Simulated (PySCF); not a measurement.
A structure optimised at PBE-D3(BJ)/def2-SVP, used in a PySCF frequency run:

```xyz
15

C      3.2953     0.2961     0.6494
C      1.9753     0.1878     0.4194
O      1.4295    -0.8348    -0.2982
Si    -0.1449    -0.8464    -0.9364
N     -1.3571    -0.4173     0.2385
Si    -2.2144     1.1061     0.4366
H      3.6761     1.1298     1.2544
H      4.0041    -0.4419     0.2458
H      1.2570     0.9243     0.8319
H     -0.2975    -2.2618    -1.3910
H     -0.2608     0.1525    -2.0495
H     -1.5310    -1.1211     0.9656
H     -3.7062     0.9002     0.4543
H     -1.8342     1.9714    -0.7296
H     -1.8381     1.8061     1.7180
```

### Question
Write its SMILES and formula.

### Answer
C=CO[SiH2]N[SiH3], C2H9NOSi2

### Question
What are its rotational constants (standard atomic weights)?

### Answer
3.9812, 1.1100, 0.91438 GHz
